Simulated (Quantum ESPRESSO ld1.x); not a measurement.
W LIII, configuration [Ar] 3d4. All-electron calculation, scalar-relativistic Kohn-Sham, LDA (Slater exchange, VWN5 correlation), spin-polarised, spherical densities, point nucleus; open shells are filled with parallel spins first. Program: ld1.x of Quantum ESPRESSO 7.5.

Radial electron density D(r) = 4 pi r^2 rho(r):

r (bohr)  D(r) (e/bohr)  spin D(r)
0.001609          15.62  -0.000724
0.0018            18.33  -0.000847
0.001997          21.20  -0.000977
0.002234          24.71   -0.00113
0.002479          28.38   -0.00130
0.002772          32.79   -0.00149
0.003101          37.70   -0.00170
0.003441          42.68   -0.00192
0.003849          48.49   -0.00216
0.00427           54.25   -0.00240
0.004776          60.75   -0.00266
0.0053            66.95   -0.00289
0.005928          73.66   -0.00312
0.006578          79.72   -0.00329
0.007357          85.84   -0.00341
0.008164          90.91   -0.00340
0.009131          95.43   -0.00319
0.01013           98.54   -0.00267
0.01133           100.5   -0.00155
0.01268           101.0   0.000577
0.01407           100.1    0.00410
0.01573           97.94     0.0108
0.01746           95.24     0.0214
0.01952           92.20     0.0410
0.02166           89.97     0.0717
0.02423           89.04      0.127
0.02689           90.19      0.210
0.03007           94.05      0.356
0.03337           100.0      0.568
0.03733           108.3      0.922
0.04175           117.2       1.46
0.04633           124.3       2.20
0.05182           128.7       3.32
0.05749           128.3       4.76
0.06431           122.3       6.79
0.07136           112.1       9.18
0.07981           98.25       12.3
0.08856           85.50       15.5
0.09906           75.09       19.0
0.1099            70.46       22.1
0.1229            71.06       24.6
0.1364            74.92       25.8
0.1526            78.93       25.5
0.1707            78.87       23.4
0.1894            73.05       20.0
0.2118            60.81       15.6
0.235             46.16       11.3
0.2629            30.27       7.13
0.2917            18.03       4.18
0.3263            8.895       2.06
0.362             3.970      0.928
0.4049            1.393      0.335
0.4493           0.4394      0.109
0.5025           0.1022     0.0268
0.5576          0.02115    0.00589
0.6237         0.002980   0.000895

D(r) has 3 maxima, at r = 0.0124, 0.0539, 0.161 bohr, and minima at 0.0240, 0.114 bohr, inside which lie 1.91, 10.98 electrons.
